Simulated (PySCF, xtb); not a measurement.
C2H5N3Si, SMILES N1[SiH](N=CC=1)N.

GFN2-xTB in xtb 6.7.1 at its own geometry gives an orbital gap of 1.74 eV and a dipole moment of 1.32 D.

Geometry: B3LYP-D3(BJ)/def2-SVP. This is a generated structure with no PubChem entry under its InChIKey; it may be hypothetical. One conformer was computed; it need not be the lowest.

Task: What does HF/def2-TZVP in PySCF give? (The exact figures need the calculation; the answer reports its results.)

Result: gap 12.58 eV (levels -10.90 and 1.68 eV), dipole 1.37 D.
